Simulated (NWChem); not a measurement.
# Polarisability of silicon dioxide molecule (O2Si)

SMILES: O=[Si]=O
```xyz
3

O      0.0000     0.0000    -1.5184
Si     0.0000     0.0000     0.0000
O      0.0000     0.0000     1.5184
```
Charge 0, spin multiplicity 1.

Program: NWChem. The geometry was optimised at PBE0/def2-SVP, a minimum by its harmonic frequencies.

Basis set: def2-SVPD. Static limit.

The correlated methods keep 7 core orbitals frozen. B3LYP has NWChem's definition, with VWN1-RPA local correlation. Coupled-cluster values serve here as a point of comparison, not as the truth.

Question: Order these methods by the isotropic polarisability they give, lowest first: CCSD linear response, BHandHLYP, HF, B3LYP.

Answer: HF (25.52 bohr³), BHandHLYP (27.87 bohr³), B3LYP (29.89 bohr³), CCSD linear response (31.25 bohr³)
